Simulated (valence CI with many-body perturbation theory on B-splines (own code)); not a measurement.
Results of a calculation; reference values are marked as such.
**Ce XXVII: what each term of the Hamiltonian does**

Level of theory: configuration interaction combined with many-body perturbation theory (CI+MBPT): four valence electrons over a frozen Dirac-Fock core [Ar] 3d10, radial functions for each j: 11 s, 11 p, 9 d, 7 f, 5 g, 2 h, 1 i, with the one-electron correlation potential Σ1, the two-electron term Σ2, the three-electron term Σ3, Breit, model QED; selected CI, second order for the rest (own B-spline code, finite nucleus).

No measured spectrum was set against this ion. As an estimate, large intervals hold to a few tenths of a per cent, small ones and those within an open d or f shell to about a per cent.

Each rung adds one term. CI alone is the Dirac-Coulomb CI over the frozen core; QED comes last and gives the full result, which names the levels. Energies are above (4s^2 4p1/2^2) J=0 on the same rung, in eV.

Levels are named by their leading jj configuration (3d3/2^4 stands for four electrons in 3d with j = 3/2), which in mixed levels can hold well under half, so a name can repeat and another be missing. Letters in brackets count levels of one name in rising energy.

```tsv
Level	CI alone	Σ1	Σ2	Σ3	Breit	QED	Full
(4s^2 4p1/2 4p3/2) J=1	22.18	+0.133	+0.112	+0.009	-0.324	+0.042	22.15
(4s^2 4p1/2 4p3/2) J=2	25.09	+0.136	+0.063	+0.003	-0.341	+0.042	24.99
(4s^2 4p3/2^2) J=2	49.44	+0.270	+0.148	+0.006	-0.657	+0.081	49.29
(4s^2 4p3/2^2) J=0	56.10	+0.272	+0.027	-0.012	-0.638	+0.079	55.82
(4s 4p1/2^2 4p3/2) J=2	79.73	+0.111	+0.359	+0.030	-0.065	-0.376	79.79
(4s 4p1/2^2 4p3/2) J=1	90.20	+0.114	-0.047	+0.014	-0.069	-0.368	89.84
(4s 4p1/2 4p3/2^2) J=2 [a]	100.73	+0.217	+0.435	+0.034	-0.339	-0.329	100.75
(4s 4p1/2 4p3/2^2) J=3	106.18	+0.228	+0.327	+0.029	-0.394	-0.325	106.04
(4s 4p1/2 4p3/2^2) J=0	112.15	+0.235	+0.154	+0.011	-0.345	-0.333	111.87
(4s 4p1/2 4p3/2^2) J=2 [b]	114.29	+0.182	+0.064	+0.028	-0.426	-0.240	113.89
(4s 4p1/2 4p3/2^2) J=1 [a]	114.90	+0.242	-0.019	+0.014	-0.379	-0.326	114.43
(4s 4p1/2 4p3/2^2) J=1 [b]	121.10	+0.228	-0.759	-0.001	-0.324	-0.342	119.90
(4s^2 4p1/2 4d3/2) J=2	124.44	+0.106	-0.135	+0.020	-0.516	-0.090	123.83
(4s^2 4p1/2 4d5/2) J=3	132.96	+0.109	-0.181	+0.020	-0.694	-0.008	132.21
(4s^2 4p1/2 4d5/2) J=2 [a]	134.30	+0.251	-0.138	+0.016	-0.670	-0.123	133.64
(4s^2 4p1/2 4d3/2) J=1	135.40	+0.072	-0.829	-0.007	-0.510	-0.043	134.08
(4s^2 4p1/2 4d5/2) J=2 [b]	136.67	+0.192	-0.408	+0.011	-0.650	-0.160	135.65
(4s 4p3/2^3) J=1	146.53	+0.332	-0.612	+0.004	-0.669	-0.252	145.34
(4s^2 4p3/2 4d5/2) J=4	152.42	+0.229	+0.108	+0.033	-1.008	+0.038	151.82
(4s^2 4p3/2 4d3/2) J=2	154.62	+0.196	-0.618	+0.010	-0.829	-0.006	153.37
(4s^2 4p3/2 4d3/2) J=0	156.01	+0.191	-0.531	+0.010	-0.818	+0.010	154.87
(4s^2 4p3/2 4d3/2) J=3	156.95	+0.192	-0.656	+0.004	-0.870	+0.013	155.63
(4s^2 4p3/2 4d3/2) J=1	158.37	+0.225	-0.686	+0.003	-0.838	-0.027	157.05
(4s^2 4p3/2 4d5/2) J=2	161.65	+0.248	-0.695	+0.003	-0.933	-0.011	160.26
(4s^2 4p3/2 4d5/2) J=3	167.56	+0.226	-0.877	-0.017	-0.963	+0.029	165.96
(4s^2 4p3/2 4d5/2) J=1	170.31	+0.243	-0.821	-0.032	-0.933	+0.008	168.78
(4p1/2^2 4p3/2^2) J=2	174.10	+0.167	-0.034	+0.039	-0.120	-0.685	173.47
(4s 4p1/2^2 4d3/2) J=1	178.86	+0.027	+0.314	+0.051	-0.245	-0.440	178.56
(4s 4p1/2^2 4d3/2) J=2	181.72	+0.057	+0.174	+0.047	-0.278	-0.456	181.27
(4p1/2^2 4p3/2^2) J=0	182.77	+0.207	-0.374	+0.018	-0.106	-0.724	181.79
(4s 4p1/2^2 4d5/2) J=3	187.23	+0.081	+0.178	+0.050	-0.416	-0.419	186.70
```

The middle columns are the shifts that each term adds.

**Question.** How does the ionisation energy move along the ladder, and which term matters most?

**Answer.** CI alone 925.44, + Σ1 926.97, + Σ2 927.00, + Σ3 926.88, + Breit 926.04, + QED 926.07 eV. The largest step is Σ1, 1.53 eV. NIST lists 924 ± 4 eV (theoretical).
